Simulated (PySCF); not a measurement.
ScF₂, SMILES [Sc]([F])[F] (connectivity only; charge and spin as stated), neutral, multiplicity 2. Geometry: PBE0-D3(BJ)/def2-TZVP. The multiplicity is an assumed one; other spin states were not compared. The isomer is the one that the SMILES or the coordinates give; other isomers of the formula were not compared.

These are PBE0-D3(BJ)/def2-TZVP in PySCF 2.14.0 values and carry that method's errors.

Harmonic wavenumbers (cm⁻¹): 146, 664, 718. Rotational constants (GHz): 29.23, 5.343, 4.517; symmetry number 2.

Question: Work out the zero-point energy and the ideal-gas rigid-rotor harmonic-oscillator thermochemistry at 298.15 K and 1 atm.

Answer: ZPE = ½ Σ hcν = ½ × 1529 cm⁻¹ = 9.15 kJ/mol. H − E(el) = 21.38 kJ/mol. Entropy in J/(mol K): translation 163.85, rotation 93.13, vibration 14.03, spin 5.76, total 276.78. G − E(el) = -61.14 kJ/mol. Cp = 48.32 J/(mol K). Modes under 150 cm⁻¹ make the vibrational entropy uncertain.
